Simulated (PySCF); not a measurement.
# Two-component Hartree-Fock for La (lanthanum, neutral)

Start: [Xe] 5d2 6s1; 5d5/2 filled at m_j = +3/2, +5/2; 6s1/2 filled at m_j = +1/2. Calculated with PySCF 2.14 in x2c-TZVPall-2c (11s11p10d2f, 108 functions): generalised Hartree-Fock with the X2C-1e Hamiltonian and a Gaussian nucleus; spin-orbit coupling (SO) screened by Boettger's factors. This is a chosen level, not necessarily the ground level.

| spinor shell | electrons | ε, screened SO (eV) | weight of nominal j (screened SO) | rms radius, screened SO (bohr) |
| --- | --- | --- | --- | --- |
| 1s1/2 | 2 | -39114.5 | 1.000 | 0.0286 |
| 2s1/2 | 2 | -6333.0 | 1.000 | 0.116 |
| 2p1/2 | 2 | -5959.1 | 1.000 | 0.100 |
| 2p3/2 | 4 | -5542.5 | 1.000 | 0.106 |
| 3s1/2 | 2 | -1399.1 | 1.000 | 0.303 |
| 3p1/2 | 2 | -1240.3 | 1.000 | 0.295 |
| 3p3/2 | 4 | -1156.9 | 1.000 | 0.308 |
| 3d3/2 | 4 | -881.22 | 1.000 | 0.279 |
| 3d5/2 | 6 | -863.63 | 1.000 | 0.283 |
| 4s1/2 | 2 | -300.68 | 1.000 | 0.694 |
| 4p1/2 | 2 | -239.69 | 1.000 | 0.719 |
| 4p3/2 | 4 | -221.84 | 1.000 | 0.746 |
| 4d3/2 | 4 | -119.56 | 0.999 | 0.820 |
| 4d5/2 | 6 | -116.47 | 0.999 | 0.830 |
| 5s1/2 | 2 | -47.477 | 1.000 | 1.68 |
| 5p1/2 | 2 | -28.579 | 0.951 | 1.89 |
| 5p3/2 | 4 | -26.146 | 0.976 | 1.97 |
| 5d5/2 | 2 | -5.414 | 0.887 | 3.46 |
| 6s1/2 | 1 | -4.912 | 1.000 | 5.12 |

| quantity | screened SO |
| --- | --- |
| E (hartree) | -8491.13045 |
| M_J | 9/2 |
| ⟨J²⟩ | 24.767 |
| ⟨L²⟩ | 12.059 |
| ⟨S²⟩ | 3.795 |

Each row is a mean over spinors that exchange with the open shell spreads, by up to 2.892 eV (5p3/2).

Rows whose weight is well below 1 are mixtures of j = l ± 1/2: exchange outweighs spin-orbit coupling there, and the label is only the starting occupation.

Breit and QED terms are absent; they matter most for the inner s and p1/2 levels.

Densities and radii are taken from the X2C orbitals without a picture-change correction, which distorts them close to the nucleus.
